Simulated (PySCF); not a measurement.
An element was calculated at UHF (PySCF 2.14, spin-free X2C, a triple-zeta basis, no spin-orbit coupling), in the ground configurations that NIST lists.

* electron affinity: -0.230 eV
* first ionisation energy: 5.987 eV
* second ionisation energy: 13.050 eV
* third ionisation energy: 24.207 eV
* polarisability of the atom: 132 bohr³

Question: Which element is it?

Answer: Niobium (Nb, Z = 41), in aug-cc-pwCVTZ-DK. NIST lists 6.759, 14.32, 25.04 eV for these ionisation energies.
